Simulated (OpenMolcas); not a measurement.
How basis sets differ on AlHCl2O (SMILES [OH][Al]([Cl])[Cl])

AlHCl2O: 5 atoms, total charge 0, spin state singlet. SMILES: `[OH][Al]([Cl])[Cl]`. The shape comes from GFN2-xTB, which is rough for such elements, and wasn't checked as a minimum.

```xyz
5

O     0.0917    1.1805    0.0325
Al   -0.0322   -0.4539   -0.0105
Cl    1.0574   -1.5467    1.3073
Cl   -1.2727   -1.3026   -1.3751
H     0.1558    2.1227    0.0457
```

Quantity: the HOMO–LUMO gap, in eV. The values are calculated.

```json
{"level": "HF/STO-3G", "kind": "Hartree–Fock", "program": "OpenMolcas", "value (eV)": "17.44"}
{"level": "HF/3-21G", "kind": "Hartree–Fock", "program": "OpenMolcas", "value (eV)": "14.93"}
{"level": "HF/def2-SVP", "kind": "Hartree–Fock", "program": "OpenMolcas", "value (eV)": "14.89"}
{"level": "HF/aug-cc-pVDZ", "kind": "Hartree–Fock", "program": "OpenMolcas", "value (eV)": "13.30"}
```

The values span 13.30 to 17.44 eV. A Hartree–Fock LUMO above zero doesn't converge with the basis: it sinks as sets grow more diffuse. Orbital gaps aren't excitation energies.
